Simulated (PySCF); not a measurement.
## Worked example: oscillator strength and radiative lifetime

SnI2, SMILES [I][Sn][I] (connectivity only; charge and spin as stated), neutral, multiplicity 1.

The structure is a stationary point at ωB97X-D3(BJ)/def2-SVP. The isomer is the one that the SMILES or the coordinates give; other isomers of the formula were not compared. The def2 effective core potentials stand for the cores of I, Sn; spin–orbit coupling is left out.

TDDFT-CAM-B3LYP/def2-SVPD in PySCF puts the first singlet state with f over 0.02 at 3.80 eV (vertical), with the transition dipole (0.000, -0.659, 0.000) in atomic units.

**Question.** Find the oscillator strength, the wavelength and the radiative lifetime that this transition would have in vacuum if emission retraced absorption.

**Answer.** 
|μ|² = 0.4343 au, so |μ| = 1.67 D. ΔE = 3.80/27.211 = 0.1396 hartree. f = (2/3) ΔE |μ|² = 0.040 (the program prints 0.040).
λ = 1239.84/3.80 = 326 nm; ν = 30649 cm⁻¹.
Einstein's coefficient A = 0.6670 ν² f s⁻¹ (ν in cm⁻¹) = 2.5e7 s⁻¹, so τ = 1/A = 39 ns. This state is S3; the lower singlets have f = 0.006, 0.000. The figure is the radiative limit of this one transition; relaxation, internal conversion, crossing to triplets and a medium change what is measured.
